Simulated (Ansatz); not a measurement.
Geometry optimisation, UKS PBE/def2-SVP (Ansatz 0.2.0).

Input file:

```yaml
crystal:
  periodic: [false, false, false]
  atoms:
    - { symbol: Zr, position_ang: [0.001504, 0.0, -0.533354] }
    - { symbol: Cl, position_ang: [-0.006493, 0.0, 3.177283] }
    - { symbol: Cl, position_ang: [2.307014, 0.0, -0.868436] }
    - { symbol: Cl, position_ang: [-1.151728, 1.99682, -0.867479] }
    - { symbol: Cl, position_ang: [-1.151728, -1.99682, -0.867479] }
    - { symbol: F, position_ang: [0.004031, 0.0, 4.781865] }
magnetization:
  spin_polarized: true
  initial_magnetization: 1
basis:
  gaussian: { orbitals: def2-SVP }
hamiltonian:
  xc: pbe
relax:
  f_tol: 0.03
  max_steps: 50
```

Command:

```bash
$ ansatz run input.yaml --threads 4 --pin off --max-ram 5120MiB --backend cpu --events-out ev --progress --plain --runs-dir out
```

**Question.** Where does it end, and by what steps?

**Answer.** It converged. The force dipped under the threshold on the way, but the program's further checks kept it going. After 40 steps the energy has fallen by 4.893 eV; Cl2 moved furthest, 2.78 Å. Parted: Cl2–F6 (1.60 → 3.47 Å). Joined: Zr1–Cl2 (3.71 → 2.35 Å), Zr1–F6 (5.32 → 1.89 Å).

| step | energy less start (eV) | largest force component (eV/Å) | accepted |
| --- | --- | --- | --- |
| 0 | 0.0000 | 3.494 | yes |
| 2 | -0.6899 | 3.834 | yes |
| 4 | -1.7442 | 3.207 | yes |
| 6 | -2.3218 | 0.204 | yes |
| 8 | -2.3635 | 0.173 | yes |
| 10 | -2.4441 | 0.195 | yes |
| 12 | -2.5288 | 0.145 | yes |
| 14 | -2.6279 | 0.249 | yes |
| 16 | -2.7614 | 0.694 | yes |
| 18 | -3.3196 | 1.296 | yes |
| 20 | -4.1374 | 0.714 | yes |
| 22 | -4.3669 | 0.580 | yes |
| 24 | -4.4759 | 0.475 | yes |
| 26 | -4.4230 | 0.708 | no |
| 28 | -4.5042 | 0.037 | yes |
| 30 | -4.5065 | 0.103 | yes |
| 32 | -4.5097 | 0.028 | yes |
| 34 | -4.7329 | 0.195 | yes |
| 36 | -4.8465 | 0.081 | yes |
| 38 | -4.8854 | 0.070 | yes |
| 40 | -4.8929 | 0.022 | yes |

```xyz
6
Properties=species:S:1:pos:R:3
Zr -0.042 0.000 1.047
Cl -2.316 0.000 1.625
Cl 1.050 0.000 -1.193
Cl 0.149 2.351 0.364
Cl 0.149 -2.351 0.364
F 1.013 0.000 2.615
```

Whether the end is a true minimum wasn't checked by a vibrational analysis.

Time of the run: 3.3 min on 4 threads of Arm Neoverse V1, on a shared host, peak memory 0.35 GiB.
